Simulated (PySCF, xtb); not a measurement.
Pb(F)(SH) (FHPbS), SMILES [F][Pb][SH] (connectivity only; charge and spin as stated), neutral, multiplicity 1.

GFN2-xTB run with xtb at its own geometry gives an orbital gap of 2.61 eV and a dipole moment of 7.52 D.

The structure is a stationary point at B3LYP-D3(BJ)/def2-TZVP. The def2 effective core potentials stand for the cores of Pb; spin–orbit coupling is left out. Other conformers were not sampled.

Question: What does CAM-B3LYP/def2-TZVPD run with PySCF give? (The exact figures need the calculation; the answer reports its results.)

Answer: gap 6.82 eV (levels -8.76 and -1.94 eV), dipole 4.90 D.
